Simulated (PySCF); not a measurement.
# What a mistake does to a calculation on CGeH6O

Calculated results; nothing here was measured. They come from PySCF 2.14.0, an open-source quantum chemistry program, on an isolated molecule that a program drew, which may never have been made. The molecule is CGeH6O (charge 0, singlet), drawn as the SMILES string `O[CH2][GeH3]`.

Each row is a Hartree-Fock (HF) and frozen-core CCSD(T) single point in the cc-pVDZ basis, meant for a local HF minimum. Run 1 is clean. Each other run has one planted mistake out of seven kinds, and not every kind appears here: one electron removed, one electron added, multiplicity raised by two, geometry at a saddle point, minimal basis STO-3G, one bond length entered in bohr, all coordinates scaled. The reference is restricted for singlets and unrestricted otherwise, and also for a bond in bohr. Adding or removing an electron swaps singlet and doublet. Electrons count all cores. HOMO and LUMO are orbital energies over both spins, the gradient is its largest component, and the lowest frequency (negative if imaginary) is given only where the gradient is small. Bond lengths are over the 8 bonds as drawn. T1 is the CCSD diagnostic: over 0.02 (restricted) or 0.045 (unrestricted) a single reference is doubtful. Germanium has the cc-pVDZ-PP basis, with a core potential (ECP10MDF) in place of its 10 inner electrons, and its 3s, 3p and 3d shells are frozen in CCSD(T).

Geometry of the clean run:
```xyz
9
CGeH6O, angstrom
O     0.4387   -1.3607    2.6006
C     0.3232   -1.7518    1.2524
Ge    0.6299   -0.2391    0.0133
H     1.3383   -1.1357    2.7852
H    -0.6940   -2.1195    1.1186
H     0.9955   -2.5829    1.0130
H     2.0038    0.3780    0.3210
H     0.6161   -0.7164   -1.4455
H    -0.4443    0.8346    0.2073
```

| run | electrons | basis functions | <S^2> | HOMO (eV) | LUMO (eV) | gradient (hartree/bohr) | lowest frequency (cm^-1) | mean bond (Å) | longest bond (Å) | T1 | HF (hartree) | CCSD(T) (hartree) | mistake |
|---|---|---|---|---|---|---|---|---|---|---|---|---|---|
| 1 | 52 | 81 | 0.000 | -10.66 | 4.08 | 2.9e-05 | 147 | 1.3902 | 1.979 | 0.0099 | -409.57521 | -410.06354 | no fault |
| 2 | 52 | 81 | 0.000 | -10.67 | 3.97 | 2.4e-02 | - | 1.4264 | 2.031 | 0.0104 | -409.57012 | -410.06322 | all coordinates scaled |
| 3 | 52 | 81 | 2.012 | -3.18 | 0.38 | 1.4e-01 | - | 1.3902 | 1.979 | 0.0507 | -409.33587 | -409.81590 | multiplicity raised by two |
| 4 | 52 | 81 | 0.844 | -10.86 | 2.78 | 1.1e-02 | - | 1.4954 | 1.979 | 0.0520 | -409.45672 | -409.92945 | ? |
| 5 | 51 | 81 | 0.767 | -17.68 | -6.99 | 5.1e-02 | - | 1.3902 | 1.979 | 0.0385 | -409.24378 | -409.71303 | ? |

**Which mistake was planted in run 4, and what did it cost?**

The mean bond changes by a factor of 1.076 and the longest by 1.000, so the molecule wasn't scaled as a whole. A length L in bohr read as angstrom grows by (1/0.5292 - 1) L = 0.890 L. The 8 bonds together grew by 8 x 0.1052 = 0.842 Å, which gives L = 0.946 Å. That is bond O1-H4, 0.945 Å in the clean geometry. So the mistake is: one bond length entered in bohr. Subtracting run 1 and multiplying by 627.51 kcal/mol a hartree, the energy moved by 74.4 kcal/mol in HF and 84.1 kcal/mol in CCSD(T).

**Which mistake was planted in run 5, and what did it cost?**

It counts 51 electrons, one fewer than the clean run, at the same geometry and basis. So the mistake is: one electron removed. Subtracting run 1 and multiplying by 627.51 kcal/mol a hartree, the energy moved by 208.0 kcal/mol in HF and 219.9 kcal/mol in CCSD(T).

Cautions from the logs. Run 3: T1 is over the limit, so its CCSD(T) energy is less reliable; run 4: T1 is over the limit, so its CCSD(T) energy is less reliable.
